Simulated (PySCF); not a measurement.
These 2 structures share the formula C6H12O. Level of theory: PBE0-D3(BJ)/def2-SVP geometry optimisation, gas phase in PySCF 2.14.0. Energies are electronic, without zero-point or thermal terms, for one conformer each. No frequencies were run at this level. Point groups hold within 0.08 Å.

Question: Order them by energy at this level, lowest first, and give relative energies in kJ/mol.
A. `[CH2:1]=[C:2]([CH2:3][CH2:4][CH3:5])[O:6][CH3:7]` with C1–C2–C3–C4 115°, C2–C3–C4–C5 178°, C1–C2–O6–C7 0° (2-methoxy-1-pentene)
B. `[OH:1][CH:2]1[CH2:3][CH2:4][CH2:5][CH2:6][CH2:7]1` with H–O1–C2–C3 -63°, O1–C2–C3–C4 180°, C2–C3–C4–C5 -55°, C3–C4–C5–C6 55°, C4–C5–C6–C7 -55°

Answer: B (0.0), A (117.6).

As drawn, the lower has an O–H bond, which the higher lacks; the higher has a C=C bond outside aromatic rings, which the lower lacks.

| SMILES | E (Eh) | E rel (kJ/mol) | dipole (D) | point group | A, B, C (MHz) |
| --- | --- | --- | --- | --- | --- |
| OC1CCCCC1 | -310.52244 | 0.0 | 1.64 | Cs | 4309, 2232, 1620 |
| C=C(CCC)OC | -310.47766 | 117.6 | 0.68 | C1 | 5343, 1357, 1162 |

Question: How do the relative energies change in single points at PBE0/def2-SVPD (no added dispersion term) on the same geometries?

Answer: 
```
    SMILES  PBE0-D3(BJ)/def2-SVP (kJ/mol)  PBE0/def2-SVPD (kJ/mol)  shift
 OC1CCCCC1                            0.0                      0.0    0.0
C=C(CCC)OC                          117.6                    122.3   +4.7
```

Each column counts from its own lowest isomer. The order is unchanged; the largest shift is 4.7 kJ/mol.
